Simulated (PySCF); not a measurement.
PySCF 2.14 output of an unrestricted M06-2X calculation on a single atom or ion in cc-pVDZ-X2C (6s5p3d, 36 functions), with the spin-free X2C one-electron Hamiltonian (Gaussian nucleus):

```
SCF conv_tol = 1e-09
number electrons alpha = 19  beta = 19
    Y. Zhao and D. G. Truhlar.,  Theor. Chem. Acc. 120, 215 (2008)
    Y. Zhao and D. G. Truhlar.,  Theor. Chem. Acc. 120, 215 (2008)
cycle= 1 E= -3179.46274232136  delta_E= -0.00199  |g|= 0.00296  |ddm|= 0.888
cycle= 2 E= -3179.46277203747  delta_E= -2.97e-05  |g|= 0.000359  |ddm|= 0.125
cycle= 3 E= -3179.46277260649  delta_E= -5.69e-07  |g|= 3.8e-05  |ddm|= 0.0194
cycle= 4 E= -3179.46277260903  delta_E= -2.54e-09  |g|= 9.79e-07  |ddm|= 0.00122
cycle= 5 E= -3179.46277260903  delta_E= -2.27e-12  |g|= 2.01e-08  |ddm|= 1.15e-05
converged SCF energy = -3179.46277260903  <S^2> = 2.4868996e-14  2S+1 = 1
```

The run itself started from symmetry-adapted Hartree-Fock orbitals and held the occupation by maximum overlap, on a logarithmic radial grid, so the iterations belong to that start.

Task: Which element, charge and spin multiplicity is this?

Result: Sr (strontium, neutral), multiplicity 1; the state was [Kr] 5s2, closed-shell 1S.
